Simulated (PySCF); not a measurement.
C₄H₅, SMILES C#C[CH]C, multiplicity 2.

Geometry optimised at B3LYP-D3(BJ)/def2-SVP.

All values below come from B3LYP-D3(BJ)/def2-SVP (PySCF).

Harmonic, unscaled wavenumbers; measured fundamentals usually lie a few per cent lower.

```
mode  ν (cm⁻¹)  IR (km/mol)  moving atoms (share of kinetic energy)
----  --------  -----------  --------------------------------------
1           91          1.0                          H 88 %, C 12 %
2          212          1.5                          C 74 %, H 26 %
3          404         10.0                          C 68 %, H 32 %
4          474         38.3                          H 75 %, C 25 %
5          553          6.1                          C 79 %, H 21 %
6          605         16.9                          H 65 %, C 35 %
7          666         41.0                          H 78 %, C 22 %
8          872          3.6                          C 60 %, H 40 %
9          992          0.1                          H 71 %, C 29 %
10        1086          5.3                          H 51 %, C 49 %
11        1152          1.1                          H 53 %, C 47 %
12        1377          9.3                          H 72 %, C 28 %
13        1388          7.8                          H 61 %, C 39 %
14        1446          6.7                                  H 96 %
15        1467          4.2                          H 83 %, C 17 %
16        2021          1.0                                  C 93 %
17        3001         23.3                                  H 97 %
18        3054         14.4                           H 91 %, C 9 %
19        3129          4.2                           H 91 %, C 9 %
20        3149         10.2                           H 92 %, C 8 %
21        3464         69.8                          H 88 %, C 12 %
```
